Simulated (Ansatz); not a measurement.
Geometry optimisation, RKS BHLYP/def2-SVP in Ansatz 0.2.0.

Input file:

```yaml
crystal:
  periodic: [false, false, false]
  atoms:
    - { symbol: Ti, position_ang: [0.131931, -0.045444, 0.107497] }
    - { symbol: "N", position_ang: [0.039968, -0.033848, 2.094704] }
    - { symbol: H, position_ang: [0.047255, -0.922036, 2.581957] }
    - { symbol: H, position_ang: [0.561808, 0.655383, 2.621649] }
    - { symbol: F, position_ang: [1.793178, -0.115015, -0.348949] }
    - { symbol: F, position_ang: [-0.448096, 1.450829, -0.516357] }
    - { symbol: F, position_ang: [-0.611207, -1.475683, -0.489991] }
    - { symbol: F, position_ang: [-2.715274, 0.179733, 1.099373] }
    - { symbol: H, position_ang: [-2.166764, 0.31678, 1.826118] }
basis:
  gaussian: { orbitals: def2-SVP }
hamiltonian:
  xc: { name: BHLYP }
relax:
  f_tol: 0.03
  max_steps: 50
```

Launched with:

```bash
$ ansatz run input.yaml --threads 4 --pin off --max-ram 5120MiB --backend cpu --events-out ev --progress --plain --runs-dir out
```

Question: Where does it end, and by what steps?

Answer: The forces met the threshold. After 9 steps the energy has fallen by 0.288 eV; H9 moved furthest, 0.41 Å. Joined: Ti1–F8 (3.02 → 2.40 Å).

| step | energy less start (eV) | largest force component (eV/Å) | accepted |
| --- | --- | --- | --- |
| 0 | 0.0000 | 2.184 | yes |
| 1 | -0.2147 | 0.392 | yes |
| 2 | -0.2494 | 0.423 | yes |
| 3 | -0.2594 | 0.462 | yes |
| 4 | -0.2738 | 0.224 | yes |
| 5 | -0.2825 | 0.091 | yes |
| 6 | -0.2854 | 0.117 | yes |
| 7 | -0.2869 | 0.092 | yes |
| 8 | -0.2872 | 0.117 | yes |
| 9 | -0.2884 | 0.020 | yes |

```xyz
9
Properties=species:S:1:pos:R:3
Ti -0.075 -0.024 0.178
N -0.094 -0.031 2.091
H 0.145 -0.894 2.567
H 0.359 0.736 2.575
F 1.601 -0.181 -0.207
F -0.447 1.527 -0.485
F -0.736 -1.468 -0.499
F -2.327 0.193 0.986
H -1.793 0.153 1.770
```

Time of the run: 15 s on 4 threads of Intel(R) Xeon(R) Platinum 8559C (Emerald Rapids) (shared host), peak memory 0.33 GiB.
